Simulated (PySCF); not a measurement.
## SiOCl₂, singlet: molecular constants

Method: PBE0 in PySCF with Si def2-TZVP, O def2-TZVP, Cl def2-TZVP; no relativity; density-fitted integrals.

The structure is a minimum.

Coordinates in bohr (charge 0 multiplicity 1):
```
Si    0.0000    0.0000    0.9591
O     0.0000    0.0000    3.8058
Cl    3.0780    0.0000   -1.2540
Cl   -3.0780    0.0000   -1.2540
```

```
Point group                                                                   : C2v
Bond lengths                                                                  : Si–Cl 2.006 Å (×2), Si–O 1.506 Å
Bond angles                                                                   : Cl–Si–Cl 108.6°, Cl–Si–O 125.7° (×2)
Atomisation energy without zero-point energy                                  : 1389 kJ/mol
Enthalpy at 298.15 K above 0 K                                                : 14.68 kJ/mol
Lowest empty level                                                            : -1.85 eV
Entropy at 298.15 K and 1 bar                                                 : 301.3 J/(mol K)
Rotational constants                                                          : 0.1639, 0.09085, 0.05845 cm⁻¹
Principal quadrupole moments (Buckingham, traceless) about the centre of mass : -10.41, 4.53, 5.88 D Å
Heat capacity Cp at 298.15 K                                                  : 65.0 J/(mol K)
Highest occupied level                                                        : -8.90 eV
Principal polarisabilities                                                    : 33.5, 50.8, 56.7 bohr³
Rotational symmetry number                                                    : 2
Dipole moment                                                                 : 3.16 D
Zero-point energy                                                             : 19.2 kJ/mol
```

Harmonic modes (masses in u: Si 27.977, O 15.995, Cl 34.969):
| symmetry | ω (cm⁻¹) | IR (km/mol) |
| --- | --- | --- |
| a1 | 200 | 1.3 |
| b2 | 271 | 31.9 |
| b1 | 292 | 37.9 |
| a1 | 506 | 19.0 |
| b2 | 647 | 237 |
| a1 | 1286 | 119 |

In C2v the vibrations span 3a1 + 2b2 + b1. Here b1 is antisymmetric to the molecular plane and b2 lies in it.

Charges (e):
```json
{"atom": "Si1", "Mulliken": "0.73", "Löwdin": "-0.48", "polar tensor": "1.56", "Mayer order to Si1": "–"}
{"atom": "O2", "Mulliken": "-0.48", "Löwdin": "-0.19", "polar tensor": "-0.72", "Mayer order to Si1": "2.19"}
{"atom": "Cl3,4", "Mulliken": "-0.13", "Löwdin": "0.33", "polar tensor": "-0.42", "Mayer order to Si1": "1.25"}
```

Mulliken populations on Si1: s 4.89, p 7.63, d 0.65, f 0.10.

Counting electrons, silicon keeps none of its valence electrons outside its bonds, so the VSEPR class is AX3 and the expected shape is trigonal planar; with unlike ligands the computed point group is C2v.

Only a few start shapes were tried, so a lower isomer may exist.

The final relaxation and frequency run took 47 s on 2 threads of a shared Arm Neoverse V1 host, with 142 basis functions and 11 gradients; the process peaked at 1.5 GiB. Launch command: `OMP_NUM_THREADS=2 python axn.py task.json out`.
